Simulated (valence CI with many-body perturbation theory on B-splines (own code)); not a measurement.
In¹⁷⁺: E2, M1, M2 decay

Level of theory: relativistic CI+MBPT: four valence electrons over a frozen Dirac-Fock core [Ar] 3d10, radial functions for each j: 11 s, 11 p, 9 d, 7 f, 5 g, 2 h, 1 i, with the one-electron correlation potential Σ1, the two-electron term Σ2, the three-electron term Σ3, Breit, model QED; selected CI, second order for the rest (own B-spline code, finite nucleus).

No measured spectrum was set against this ion. As an estimate, levels hold to about 250 cm⁻¹ or 0.2 % of their energy and the worst to 1 %, as in measured heavy ions of charge 2 to 7; those with d or f electrons hold less well.

Lines 1 to 14 of 14 in falling wavelength, among levels below 1148200 cm⁻¹, chosen from the decays that carry over 1 % of a level's rate. Wavelengths and rates use the calculated energies, so an error of 1000 cm⁻¹ moves a line at 1399 Å by 1.4 % and its rate by three times that or more. Electric multipoles are in the length gauge, E1 and E2 with the static RPA response of the core. S is in atomic units (e²a₀⁴ for E2 and M2, e²a₀⁶ for E3), for M1 in squared Bohr magnetons. Weak lines are less certain than strong ones. Lines between different terms over intervals too small for the method are left out, as are lines whose strength nearly cancels.

Names give the largest LS component (configuration and term), which can be under half, so a name can repeat, a term be missing and a line seem to break the LS rules; names also repeat where a configuration has a term twice. Letters in brackets count levels of one name in rising energy.

```tsv
λ vac (Å)	Upper	Lower	Type	A (s⁻¹)	S (a.u.)
6349	4s²4p² ³P_2	4s²4p² ³P_1	M1	2.72e+01	1.29e+00
1926	4s²4p4d ³F°_4	4s²4p4d ³F°_3	M1	2.53e+03	6.03e+00
1703	4s²4p² ³P_1	4s²4p² ³P_0	M1	2.99e+03	1.64e+00
1399	4s²4p² ¹D_2	4s²4p² ³P_2	M1	3.69e+03	1.88e+00
1343	4s²4p² ³P_2	4s²4p² ³P_0	E2	1.39e+01	2.70e-01
1147	4s²4p² ¹D_2	4s²4p² ³P_1	M1	4.35e+03	1.22e+00
894.0	4s²4p² ¹S_0	4s²4p² ³P_2	E2	3.02e+02	1.54e-01
783.6	4s²4p² ¹S_0	4s²4p² ³P_1	M1	2.01e+04	3.58e-01
515.7	4s²4p4d ³F°_4	4s4p³ ¹D°_2 [a]	E2	7.28e+01	2.13e-02
409.8	4s²4p4d ³F°_4	4s4p³ ³D°_3	M1	1.80e+02	4.13e-03
376.5	4s²4p4d ³F°_4	4s4p³ ³D°_2	E2	2.17e+02	1.32e-02
292.3	4s²4p4d ³F°_4	4s4p³ ⁵S°_2	E2	4.01e+02	6.87e-03
179.6	4s²4p4d ³F°_4	4s²4p² ¹D_2	M2	2.79e+02	4.20e-04
159.2	4s²4p4d ³F°_4	4s²4p² ³P_2	M2	6.03e+01	4.96e-05
```
